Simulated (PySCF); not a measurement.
SeCl4, SMILES Cl[Se](Cl)(Cl)Cl.

Geometry optimised at PBE-D3(BJ)/def2-SVP. The isomer is the one that the SMILES or the coordinates give; other isomers of the formula were not compared.

The numbers are results of PBE/def2-TZVP in PySCF, not measurements.

Problem. Estimate the frontier levels, gap, dipole moment and polarisability. (Estimate from the structure and the level; the computed values follow.)

Solution. 
* **highest occupied level**: -7.30 eV
* **lowest empty level**: -5.04 eV
* **orbital gap**: 2.26 eV
* **dipole moment**: 0.32 D
* **quadrupole, principal values (traceless, Buckingham form, about the centre of nuclear charge)**: -10.95, 4.70, 6.25 D·Å
* **mean static polarisability**: 94.6 bohr³ (14.02 Å³)
* **polarisability, principal values**: 66.7, 85.4, 131.7 bohr³
